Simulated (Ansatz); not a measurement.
One change: `ClCC=[Se]` becomes `[SiH3]CC=[Se]`.

Ansatz, PBE0-D4/def2-TZVP geometries, multiplicity 1. Each molecule was computed in one conformer, which needn't be the lowest.

Scalar relativity is left out up to krypton.

| property | `ClCC=[Se]` |
| --- | --- |
| LUMO energy (B3LYP/def2-TZVPP) / eV | -3.11 |
| HOMO–LUMO gap (B3LYP/def2-TZVPP) / eV | 3.29 |
| size of the dipole moment (ωB97M-V/def2-TZVPP) / D | 1.34 |
| size of the dipole moment (B3LYP/def2-TZVPP) / D | 1.35 |
| size of the dipole moment (PBE/def2-TZVPP) / D | 1.30 |
| HOMO–LUMO gap (PBE0/def2-TZVPP) / eV | 3.71 |

Task: What does the change do to each property? (Estimate.)

Result: Computed: 
| property | `[SiH3]CC=[Se]` | shift |
| --- | --- | --- |
| LUMO energy (B3LYP/def2-TZVPP) / eV | -2.54 | 0.57 |
| HOMO–LUMO gap (B3LYP/def2-TZVPP) / eV | 3.39 | 0.10 |
| size of the dipole moment (ωB97M-V/def2-TZVPP) / D | 2.59 | 1.25 |
| size of the dipole moment (B3LYP/def2-TZVPP) / D | 2.61 | 1.26 |
| size of the dipole moment (PBE/def2-TZVPP) / D | 2.53 | 1.23 |
| HOMO–LUMO gap (PBE0/def2-TZVPP) / eV | 3.80 | 0.09 |

With PBE0 the HOMO rises by 0.47 eV and the LUMO rises by 0.56 eV, so the gap widens by about 0.09 eV. PBE moves the HOMO by 0.45 eV and ωB97M-V by 0.47 eV. Dipoles are sizes alone; their direction can turn.

B3LYP here is the variant with VWN-RPA as its local correlation; programs differ in this.

Spin–orbit coupling is left out; it splits and shifts lone-pair levels of the heavy atoms by tenths of an eV.
